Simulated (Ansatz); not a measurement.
Reaction (formal exchange of groups at the Si–F bond): `F[SiH]1CO1` + `CB(O)CN` → `CB(O)[SiH]1CO1` + `NCF`

Isolated molecules relaxed with PBE0-D4/def2-TZVP in Ansatz; ΔE leaves out vibrations. CBS: MP2 limit from def2 TZ/QZ plus the TZ coupled-cluster correction, frozen cores. Functionals use def2-TZVPP. B3LYP here is the variant with VWN-RPA as its local correlation; programs differ in this. One conformer a species, not always the lowest.

```csv
level,ΔE (kcal/mol),difference from CCSD(T)/CBS
ωB97M-V,46.9,-1.0
PBE0,42.7,-5.2
B3LYP,44.3,-3.6
HF/def2-TZVPP,49.5,1.6
SCS-MP2/def2-TZVPP,48.9,1.0
CCSD/def2-TZVPP,47.9,0.0
SCS-MP2/def2-QZVPP,49.7,1.8
HF/CBS(def2),50.2,2.3
MP2/CBS(def2),50.6,2.7
CCSD/CBS(def2),49.0,1.1
CCSD(T)/CBS,47.9,0
```

Largest T1 diagnostic among the species: 0.015.

From PBE to PBE0 (25 % exact exchange), in def2-TZVPP and without D4, ΔE moves by +3.2 kcal/mol.
